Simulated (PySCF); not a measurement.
(E)-2-bromo-1-fluoroprop-1-ene (C3H4BrF), SMILES C/C(Br)=C\F. Atoms are numbered in the order given.

```xyz
9

C     -1.6725     0.9225     0.0000
C     -0.2350     0.5421     0.0000
Br     0.1605    -1.3054     0.0000
C      0.7926     1.3926     0.0000
F      0.5959     2.7093     0.0000
H     -2.1847     0.5204     0.8879
H     -1.7679     2.0169     0.0000
H     -2.1847     0.5204    -0.8879
H      1.8461     1.1043     0.0000
```

Geometry optimised at PBE0-D3(BJ)/def2-SVP.

Calculation: r2SCAN/def2-TZVP run with PySCF.

ESP charges are fitted to the potential on shells at 1.4 to 2.0 van der Waals radii. Atomic charges (e):

```csv
atom,Mulliken,meta-Löwdin,ESP fit
C1,-0.31,-0.35,-0.35
C2,0.01,-0.05,0.04
Br3,-0.08,-0.03,-0.11
C4,0.05,0.14,-0.05
F5,-0.19,-0.25,-0.10
H6,0.13,0.14,0.13
H7,0.13,0.14,0.14
H8,0.13,0.14,0.13
H9,0.13,0.13,0.14
```

Computed Mayer and Wiberg (Löwdin basis) orders of the bonds:
```
bond    Mayer  Wiberg
------  -----  ------
C1–C2    0.94    1.31
C2–Br3   1.05    1.56
C2–C4    1.82    2.00
C4–F5    1.02    1.77
C1–H6    0.96    0.88
C1–H7    0.96    0.88
C1–H8    0.96    0.88
C4–H9    0.97    0.87
```
